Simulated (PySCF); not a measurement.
# Simulated absorption spectrum

Methylcyanodiacetylene, C₆H₃N.
SMILES: `CC#CC#CC#N`

Method used: PySCF, TDDFT wB97X-D/def2-SVPD, vertical, gas phase, core orbitals frozen in the response. Isolated species at its PBE0-D3(BJ)/def2-SVP geometry, gas phase.

Each state is given a Gaussian of 0.25 eV full width at half maximum, with ε(max) = 2.175×10⁸ f / Δν̃ (Δν̃ the width in cm⁻¹). The cross-section is σ = 3.8235×10⁻²¹ ε cm², given in Mb (10⁻¹⁸ cm²). The width is an assumption, not a result. The curve ends short of the highest state used, and states not computed would add to its high-energy end.

```
E (eV)  σ (Mb)
  3.56    0.00
  3.67    0.00
  3.78    0.00
  3.89    0.01
  4.00    0.04
  4.11    0.07
  4.22    0.05
  4.34    0.01
  4.45    0.00
  4.56    0.00
  4.67    0.00
  4.78    0.00
  4.89    0.00
  5.00    0.00
  5.11    0.00
  5.22    0.00
  5.33    0.00
  5.44    0.00
  5.55    0.00
  5.66    0.00
  5.77    0.00
  5.88    0.00
  5.99    0.00
  6.11    0.00
  6.22    0.01
  6.33    0.08
  6.44    0.21
  6.55    0.71
  6.66   18.81
  6.77  223.75
```

(1) Locate the maxima and give the states behind the curve.

(2) Coming from long wavelengths, where does ε first pass 100 L mol⁻¹ cm⁻¹?

(3) On this curve, what absorbance would a 10⁻⁵ mol/L sample give at 193 nm over a 1 cm path?

(4) Does any computed singlet lie in the visible range?

## Answers

(1) 301 nm (4.12 eV), ε about 19, made up of S2 (50%) and S3 (50%) (ε in L mol⁻¹ cm⁻¹; maxima over ε = 5, shares over 10%). At its high-energy end, 6.77 eV, the curve is still rising (ε about 59000, from S7). The states used: S1 3.94 eV (f 0.0000); S2 4.12 eV (f 0.0001); S3 4.12 eV (f 0.0001); S4 6.20 eV (f 0.0000); S5 6.48 eV (f 0.0003); S6 6.48 eV (f 0.0003); S7 6.97 eV (f 3.143); S8 7.37 eV (f 0.0009); S9 7.37 eV (f 0.0009).

(2) At about 190 nm (6.52 eV), 2.59 eV above S1.

(3) 193 nm is 6.424 eV, where ε is about 50 L mol⁻¹ cm⁻¹, so A = ε c l ≈ 0.0005 (Beer–Lambert, with the gas-phase spectrum and the assumed width).

(4) No computed singlet lies in the visible range (380 to 750 nm); the lowest, at 315 nm, stands 0.67 eV above its violet end (3.26 eV); a Tamm–Dancoff triplet lies at 384 nm, without intensity as long as spin–orbit coupling is left out.

The vertical ionisation energy (ΔSCF) is 9.75 eV, 2.39 eV above S9.

Hardware: x86-64 server, one thread, shared host. Cost: 32 s wall.
